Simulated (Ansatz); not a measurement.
Total energies of `C=C[CH2][In]([CH2]C=C)[CH2]C=C`.

Cartesian coordinates in Å:
```
C -0.9947 2.2189 -2.8485
C 0.0911 1.9156 -2.1398
C 0.8809 0.6723 -2.2370
In 0.3362 -0.6802 -0.6036
C 1.9667 -1.3611 0.7153
C 1.5944 -0.2844 1.6431
C 1.8369 1.0285 1.4739
C -1.7267 -1.0461 0.0209
C -1.7628 -1.8013 1.2861
C -1.9620 -1.2949 2.5020
H -1.3827 1.5482 -3.6095
H -1.5289 3.1479 -2.6919
H 0.4274 2.6298 -1.3888
H 1.9536 0.8516 -2.1453
H 0.6912 0.1375 -3.1708
H 2.9186 -1.2186 0.2065
H 1.8692 -2.3616 1.1248
H 0.9502 -0.5748 2.4721
H 2.4692 1.3936 0.6692
H 1.4565 1.7617 2.1734
H -2.2075 -1.5868 -0.7977
H -2.1957 -0.0632 0.1042
H -1.5792 -2.8724 1.2058
H -1.9506 -1.9241 3.3837
H -2.1514 -0.2361 2.6518
```

Total charge 0; spin multiplicity 1. Correlated methods include outer-core shells of In, which these sets cover unevenly. In: def2 effective core potential. The structure was optimised at the PBE0-D4/def2-TZVP level. It is one conformer, not always the lowest. Basis def2-TZVPP, Ansatz 0.2.0.

RPA on PBE orbitals: Hartree–Fock energy of these orbitals -538.67949 Eh, correlation -2.90238 Eh (frozen core).

```json
{"functional": "LDA (SPW92)", "kind": "LDA", "energy without D4 (Eh)": "-538.52642", "D4 term (kJ/mol)": "–"}
{"functional": "revPBE", "kind": "GGA", "energy without D4 (Eh)": "-542.10853", "D4 term (kJ/mol)": "-178.3"}
{"functional": "BLYP", "kind": "GGA", "energy without D4 (Eh)": "-541.93305", "D4 term (kJ/mol)": "-133.8"}
{"functional": "r2SCAN", "kind": "meta-GGA", "energy without D4 (Eh)": "-542.01765", "D4 term (kJ/mol)": "-18.2"}
{"functional": "B97M-V", "kind": "meta-GGA with VV10", "energy without D4 (Eh)": "-542.18408", "D4 term (kJ/mol)": "–"}
{"functional": "PBE0", "kind": "global hybrid, 25 % exact exchange", "energy without D4 (Eh)": "-541.72416", "D4 term (kJ/mol)": "-55.4"}
{"functional": "r2SCANh", "kind": "meta-GGA hybrid, 10 %", "energy without D4 (Eh)": "-541.98862", "D4 term (kJ/mol)": "-19.4"}
{"functional": "r2SCAN0", "kind": "meta-GGA hybrid, 25 %", "energy without D4 (Eh)": "-541.94759", "D4 term (kJ/mol)": "-21.3"}
{"functional": "BHLYP", "kind": "global hybrid, 50 %", "energy without D4 (Eh)": "-541.85244", "D4 term (kJ/mol)": "-80.7"}
{"functional": "CAM-B3LYP", "kind": "range-separated hybrid", "energy without D4 (Eh)": "-541.92803", "D4 term (kJ/mol)": "-57.1"}
{"functional": "ωB97X-V", "kind": "range-separated hybrid GGA with VV10", "energy without D4 (Eh)": "-542.04177", "D4 term (kJ/mol)": "–"}
{"functional": "ωB97M-V", "kind": "range-separated hybrid meta-GGA with VV10", "energy without D4 (Eh)": "-541.92936", "D4 term (kJ/mol)": "–"}
{"functional": "B2PLYP", "kind": "double hybrid", "energy without D4 (Eh)": "-541.61865", "D4 term (kJ/mol)": "–"}
{"functional": "PBE-QIDH", "kind": "double hybrid", "energy without D4 (Eh)": "-541.46773", "D4 term (kJ/mol)": "–"}
```

(1) Give the same for PBE, B3LYP, HSE06 (plane-wave form), LC-ωPBE. (Best estimate.)

B3LYP takes the VWN-RPA correlation (the form of Gaussian; ORCA's B3LYP/G). HSE06 is the plane-wave form, built on full-range PBE exchange. The double hybrids freeze the cores in their second-order part.

Answers

(1) The calculation gave: 
| functional | kind | energy without D4 (Eh) | D4 term (kJ/mol) |
| --- | --- | --- | --- |
| PBE | GGA | -541.67600 | -63.8 |
| B3LYP | global hybrid, 20 % | -542.24851 | -100.9 |
| HSE06 (plane-wave form) | screened hybrid | -541.70141 | -52.2 |
| LC-ωPBE | long-range corrected hybrid | -541.94395 | – |

LC-ωPBE has ω = 0.4 bohr⁻¹.
